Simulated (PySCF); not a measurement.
Ionising ZrCl

PBE0; Zr def2-TZVPPD with ECP28, Cl def2-TZVPPD; scalar-relativistic core potentials (PySCF 2.14). Neutral (UKS): quartet (σ ↑, δ ↑↑), Re = 2.326 Å, ωe = 390 cm⁻¹, HOMO -4.46 eV, LUMO -1.96 eV.

ZrCl⁺ (UKS): triplet (σ ↑, δ ↑), Re = 2.228 Å, ωe = 467 cm⁻¹. The energies at the minima are -507.06126 hartree for ZrCl and -506.82287 for ZrCl⁺.

Question: Work out the adiabatic ionisation energy, without and with harmonic zero-point energies (1 hartree = 27.2114 eV, 1 eV = 8065.5 cm⁻¹), and the change of the bond length.

Answer: At PBE0: 0.23839 hartree = 6.487 eV between the minima; the zero-point term (467.0 − 390.0)/2 cm⁻¹ = +0.005 eV makes it 6.492 eV. Re changes by -9.8 pm against the neutral. The electron leaves a δ orbital; in so polar a molecule the change of length follows mostly from the change of the ionic charges.

De is left out where the level can put another filling of the metal’s s and d shells below the measured ground configuration, by anything from nothing to about 1 eV. Spin–orbit coupling is left out, which matters for elements this heavy, above all for dissociation energies. With d or f electrons several states lie close, and the lowest PBE0 determinant need not be the measured ground state.
